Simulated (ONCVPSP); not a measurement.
**Si (Z = 14): ONCV pseudisation with PBEsol, scalar-relativistic reference atom.**

ONCVPSP 4.0.1 was run on this input:

```
# ATOM AND REFERENCE CONFIGURATION
# atsym  z   nc   nv     iexc    psfile
  Si 14.00    3    2  -116133      upf
#
#   n    l    f
    1    0    2.00
    2    0    2.00
    2    1    6.00
    3    0    2.00
    3    1    1.50
#
# PSEUDOPOTENTIAL AND OPTIMIZATION
# lmax
    1
#
#   l,   rc,      ep,       ncon, nbas, qcut
    0    1.35    0.00    4    7    6.00
    1    1.70    0.00    5    9    4.40
#
# LOCAL POTENTIAL
# lloc, lpopt,  rc(5),   dvloc0
    4    5    1.10    3.00
#
# VANDERBILT-KLEINMAN-BYLANDER PROJECTORs
# l, nproj, debl
    0    2    4.00
    1    2    3.90
#
# MODEL CORE CHARGE
# icmod, fcfact, rcfact
    0    0.00    0.00
#
# LOG DERIVATIVE ANALYSIS
# epsh1, epsh2, depsh
   -2.00    5.00    0.02
#
# OUTPUT GRID
# rlmax, drl
    6.00    0.01
#
# TEST CONFIGURATIONS
# ncnf
    4
# nvcnf
#   n    l    f
    2
    3    0    2.00
    3    1    2.00
#
    2
    3    0    2.00
    3    1    1.00
#
    2
    3    0    2.00
    3    1    0.00
#
    2
    3    0    1.00
    3    1    2.00
#
```

Command:

```bash
oncvpsp.x < Si.dat > Si.out
```

Resulting log (shortened: citation, most of the input echo, consistency checks and plot data are left out):

```
ONCVPSP  (Optimized Norm-Conservinng Vanderbilt PSeudopotential)
scalar-relativistic version 4.0.1

#   n    l    f        energy (Ha)
    1    0    2.00    -6.5664619E+01
    2    0    2.00    -5.2755226E+00
    2    1    6.00    -3.6696746E+00
    3    0    2.00    -5.3952563E-01
    3    1    1.50    -2.8109935E-01

Reference configufation results
  iterations    25
  all-electron total energy (Ha)   -2.89191702D+02

Begin loop to  construct optimized pseudo wave functions
and semi-local pseudopoentials for all angular momenta

   Wellstate for l =  0  n =  5
     eigenvalue =   3.4605
     asymptotic potential =   3.9605
     half-point radius =  2.8002

Calculating optimized projector #   1

 for l=   0

    Fraction of norm inside rc  0.151396
    Optimizing pswf for qcut=   5.99 a_B^-1,  ecut=  17.92 Ha

optimize: ERROR ps0norm > uunorm, code will stop
```

The run stopped because the continuity conditions at rc already need more norm inside rc than the all-electron wave has, so norm conservation cannot be met.

The run took about 0.17 s on one core of a shared server CPU.
